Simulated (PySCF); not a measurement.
**Rb (rubidium, neutral) across methods**

[Kr] 5p1, 2P determinant (an excited configuration). Calculation: PySCF 2.14, in def2-TZVPPD with the def2 core potential (28 electrons); scalar relativity through the core potential. The B2PLYP total includes its PT2 part (frozen core); its orbital energies are those of the SCF part.

| method | E (hartree) | mean ε 4p α (eV) | mean ε 4p β (eV) | mean ε 5p α (eV) | Σ⟨r²⟩ (bohr²) | ⟨S²⟩ |
| --- | --- | --- | --- | --- | --- | --- |
| UHF | -23.75286 | -23.409 | -23.367 | -2.453 | 88.53 | 0.750 |
| revPBE | -24.0619 | -17.308 | -17.283 | -1.598 | 80.45 | 0.750 |
| BHandHLYP | -23.9856 | -20.685 | -20.650 | -1.988 | 82.75 | 0.750 |
| TPSSh | -24.0343 | -18.174 | -18.148 | -1.633 | 81.45 | 0.750 |
| r2SCAN | -24.0467 | -17.886 | -17.873 | -1.541 | 81.37 | 0.750 |
| LDA | -23.9336 | -17.328 | -17.297 | -1.541 | 80.31 | 0.750 |
| PBE | -24.0317 | -17.313 | -17.282 | -1.585 | 80.09 | 0.750 |
| PBE0 | -24.0312 | -19.086 | -19.053 | -1.873 | 81.72 | 0.750 |

(1) Estimate the same row for B2PLYP.

Energies and moments cover only the electrons outside the core potential.

## Answers

(1) E (hartree) = -23.9254; mean ε 4p α (eV) = -20.683; mean ε 4p β (eV) = -20.647; mean ε 5p α (eV) = -2.007; Σ⟨r²⟩ (bohr²) = 83.82; ⟨S²⟩ = 0.750.
